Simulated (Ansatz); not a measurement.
Calculated with Ansatz (gas phase, PBE0-D4/def2-TZVP geometries, no zero-point term in ΔE). CCSD(T)/CBS is the MP2 limit (def2-TZVPP, def2-QZVPP) plus CCSD(T) − MP2 in def2-TZVPP, frozen cores. This one scheme is used for every species. DFT in def2-TZVPP. B3LYP here is the variant with VWN-RPA as its local correlation; programs differ in this. One conformer a species, not always the lowest.

Reaction (formal hydrolysis of the Si–C bond): `C=C[Si](C)(O)F` + H₂O → `C=C[Si](O)(O)F` + CH₄

```csv
level,ΔE (kJ/mol),difference from CCSD(T)/CBS
PBE-D4,-105.8,6.8
r2SCAN-D4,-117.5,-4.9
PBE0-D4,-109.0,3.6
B3LYP-D4,-117.5,-4.9
ωB97X-V,-115.1,-2.5
ωB97M-V,-115.1,-2.5
B2PLYP,-120.4,-7.8
PBE,-108.0,4.6
r2SCAN,-118.2,-5.6
PBE0,-111.0,1.6
B3LYP,-120.9,-8.3
HF/def2-TZVPP,-133.1,-20.5
MP2/def2-TZVPP,-115.4,-2.8
SCS-MP2/def2-TZVPP,-118.6,-6.0
CCSD/def2-TZVPP,-117.2,-4.6
CCSD(T)/def2-TZVPP,-115.2,-2.6
HF/def2-QZVPP,-133.4,-20.8
MP2/def2-QZVPP,-114.1,-1.5
SCS-MP2/def2-QZVPP,-117.3,-4.7
HF/CBS(def2),-133.5,-20.9
MP2/CBS(def2),-112.9,-0.3
CCSD/CBS(def2),-114.6,-2.0
CCSD(T)/CBS,-112.6,0
```

Largest T1 diagnostic among the species: 0.012.

From PBE to PBE0 (25 % exact exchange), in def2-TZVPP and without D4, ΔE moves by −3.0 kJ/mol. The D4 term adds +3.4 kJ/mol with B3LYP and +2.0 kJ/mol with PBE0; it sums over pairs of atoms, weighted by their polarisabilities, and B3LYP, whose exchange is more repulsive, gets the larger term. In def2-TZVPP, CCSD(T) changes the Hartree–Fock value by +17.9 kJ/mol (the triples alone add +2.1 kJ/mol) and MP2 by +17.7 kJ/mol.
